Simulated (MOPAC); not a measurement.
MOPAC input (PM7):

```
PM7 PRECISE GNORM=0.05 LET XYZ UHF MS=0.5 GEO-OK AUX(PRECISION=9) THREADS=1
C4H9O

C    -0.05325798 1    1.56288294 1    0.21977705 1
C    -0.40980896 1    0.08480291 1    0.25930687 1
C    -1.71775829 1   -0.22871434 1   -0.44000999 1
O     0.60725214 1   -0.69073573 1   -0.39973606 1
C     1.75379242 1   -0.88129556 1    0.29015315 1
H     0.91243860 1    1.74031365 1    0.69347775 1
H    -0.80975672 1    2.14958304 1    0.74400018 1
H     0.00078800 1    1.90948661 1   -0.81389437 1
H    -0.45906921 1   -0.25306841 1    1.30230955 1
H    -1.66413917 1    0.06569161 1   -1.48955737 1
H    -1.93516915 1   -1.29573738 1   -0.39153000 1
H    -2.53777583 1    0.31620600 1    0.02988877 1
H     2.48038015 1   -1.48993304 1   -0.22602373 1
H     1.71648291 1   -0.84271200 1    1.37385529 1
```

From the output:

```
                                                       MOPAC v23.2.5 Linux

          FINAL HEAT OF FORMATION =        -33.67894 KCAL/MOL =    -140.91270 KJ/MOL

          COSMO AREA              =        123.57 SQUARE ANGSTROMS
          COSMO VOLUME            =        111.37 CUBIC ANGSTROMS

          GRADIENT NORM           =          0.03557          =       0.00951 PER ATOM
          IONIZATION POTENTIAL    =          8.162149 EV
          ALPHA SOMO LUMO (EV)    =         -8.162  2.188
          BETA  SOMO LUMO (EV)    =        -11.234  1.488
          NO. OF ALPHA ELECTRONS  =         16
          NO. OF BETA  ELECTRONS  =         15
          MOLECULAR WEIGHT        =         73.1145         POINT GROUP:  C1

          MOLECULAR DIMENSIONS (Angstroms)

            Atom       Atom       Distance
            H    13    H    12     5.27682
            H    11    H     6     4.03112
            H     9    H    10     2.76367

          SCF CALCULATIONS        =         59

   ATOM   CHEMICAL          X               Y               Z
  NUMBER   SYMBOL      (ANGSTROMS)     (ANGSTROMS)     (ANGSTROMS)

     1       C         -0.03664204  *   1.54654578  *   0.24257459  *
     2       C         -0.42431078  *   0.07406669  *   0.31676970  *
     3       C         -1.70084811  *  -0.23236840  *  -0.46140036  *
     4       O          0.57289322  *  -0.70662715  *  -0.37738554  *
     5       C          1.70852306  *  -0.90412873  *   0.27738864  *
     6       H          0.90440083  *   1.73935981  *   0.77180340  *
     7       H         -0.80789077  *   2.18810459  *   0.68074454  *
     8       H          0.11273070  *   1.86377677  *  -0.79782977  *
     9       H         -0.49336504  *  -0.28072622  *   1.36736212  *
    10       H         -1.59421287  *   0.03415892  *  -1.52115874  *
    11       H         -1.93807357  *  -1.30341399  *  -0.42466414  *
    12       H         -2.55514022  *   0.32031057  *  -0.05807599  *
    13       H          2.40443493  *  -1.46579814  *  -0.29747343  *
    14       H          1.89878909  *  -0.54773185  *   1.25360887  *

                             CARTESIAN COORDINATES

   1    C       -0.036642036     1.546545785     0.242574588
   2    C       -0.424310781     0.074066692     0.316769705
   3    C       -1.700848112    -0.232368400    -0.461400359
   4    O        0.572893221    -0.706627153    -0.377385541
   5    C        1.708523058    -0.904128726     0.277388644
   6    H        0.904400826     1.739359807     0.771803403
   7    H       -0.807890771     2.188104591     0.680744537
   8    H        0.112730700     1.863776774    -0.797829769
   9    H       -0.493365038    -0.280726221     1.367362120
  10    H       -1.594212869     0.034158922    -1.521158741
  11    H       -1.938073573    -1.303413987    -0.424664139
  12    H       -2.555140224     0.320310571    -0.058075990
  13    H        2.404434929    -1.465798142    -0.297473433
  14    H        1.898789086    -0.547731855     1.253608868

           Empirical Formula: C4 H9 O  =    14 atoms

      MOLECULAR POINT GROUP   :   C1

          ALPHA EIGENVALUES
 -30.79163 -27.87014 -24.36799 -22.58417 -20.51712 -17.22854 -16.15294 -15.50065
 -14.26513 -13.85664 -13.54065 -13.10204 -12.32150 -11.89879 -11.69506  -8.16215
   2.18771   3.83680   4.05058   5.08696   5.28729   5.60037   5.61685   5.68408
   5.82459   6.28540   6.59386   6.77002   6.85899

           BETA EIGENVALUES
 -30.25772 -27.71250 -24.33305 -22.22781 -20.42345 -17.10980 -16.05707 -15.30202
 -14.13362 -13.74423 -13.49565 -12.81148 -12.25275 -11.67600 -11.23444   1.48796
   2.41588   3.86907   4.08849   5.28865   5.39326   5.61087   5.61678   5.68625
   5.83836   6.49479   6.73404   6.82139   6.87364

              NET ATOMIC CHARGES AND DIPOLE CONTRIBUTIONS

  ATOM NO.   TYPE          CHARGE      No. of ELECS.   s-Pop       p-Pop
    1          C          -0.490046        4.4900     1.05971     3.43033
    2          C           0.129299        3.8707     1.08985     2.78085
    3          C          -0.474723        4.4747     1.05757     3.41715
    4          O          -0.257107        6.2571     1.86202     4.39509
    5          C          -0.260661        4.2607     1.12340     3.13727
    6          H           0.155631        0.8444     0.84437
    7          H           0.152677        0.8473     0.84732
    8          H           0.162686        0.8373     0.83731
    9          H           0.122527        0.8775     0.87747
   10          H           0.162367        0.8376     0.83763
   11          H           0.159177        0.8408     0.84082
   12          H           0.153935        0.8461     0.84607
   13          H           0.153096        0.8469     0.84690
   14          H           0.131142        0.8689     0.86886
 DIPOLE           X         Y         Z       TOTAL
 POINT-CHG.    -0.914     0.980     1.071     1.716
 HYBRID        -0.106     0.091    -0.223     0.263
 SUM           -1.020     1.071     0.848     1.705

          ATOMIC ORBITAL ELECTRON POPULATIONS

     Atom    s        px        py        pz
    1  C   1.05971   1.17162   1.06295   1.19576
    2  C   1.08985   0.85678   0.91075   1.01333
    3  C   1.05757   1.07697   1.18121   1.15897
    4  O   1.86202   1.29952   1.64249   1.45308
    5  C   1.12340   0.91364   1.15327   1.07035
    6  H   0.84437
    7  H   0.84732
    8  H   0.83731
    9  H   0.87747
   10  H   0.83763
   11  H   0.84082
   12  H   0.84607
   13  H   0.84690
   14  H   0.86886

                    (SZ)    =    0.500000
                    (S**2)  =    0.751887

          ATOMIC ORBITAL SPIN POPULATIONS

    Atom   Total    s     px     py     pz
         Atomic
    1  C  0.0062  0.001  0.001  0.004  0.000
    2  C -0.0129 -0.001 -0.006 -0.004 -0.002
    3  C -0.0001 -0.000 -0.000  0.000  0.000
    4  O  0.1797  0.007  0.021  0.125  0.026
    5  C  0.8754  0.020  0.128  0.590  0.137
    6  H -0.0003 -0.000
    7  H -0.0005 -0.000
    8  H -0.0002 -0.000
    9  H  0.0021  0.002
   10  H -0.0001 -0.000
   11  H -0.0001 -0.000
   12  H -0.0005 -0.001
   13  H -0.0240 -0.024
   14  H -0.0247 -0.025

 **********************
 *                    *
 * JOB ENDED NORMALLY *
 *                    *
 **********************

 == MOPAC DONE ==
```

The geometry given is a B3LYP-D3(BJ)/def2-TZVP minimum.
